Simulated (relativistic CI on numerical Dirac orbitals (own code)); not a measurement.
# Pr2+: 4f valence photoemission

Computed with this model: Dirac-Coulomb-Breit CI, KLI orbitals optimised for each configuration, model QED (radiative potential, 1s self-energy scaled to tabulated hydrogen-like ionisation energies), multiplet model of photoemission in the sudden approximation, unscaled Slater integrals; configurations [Xe] 4f3 → [Xe] 4f2; 300 K; Lorentzian 0.21 eV and Gaussian 0.3 eV FWHM. Energies are those of the free ion, without screening or charge transfer. The energies are binding energies and can lie tens of eV above those of solids. S is read from ⟨S²⟩ = S(S + 1).

free ion: ground-state S = 1.49, centroid 19.69 eV. Peaks (eV, height): 19.5 (100), 20.3 (33).

Strongest unbroadened transitions for free ion:

```csv
Energy (eV),Relative strength
19.31,0.1
19.48,100.0
19.57,0.1
19.73,16.0
19.84,0.0
20.00,0.5
20.12,0.0
20.28,29.3
20.43,0.1
20.44,3.9
20.78,0.3
```
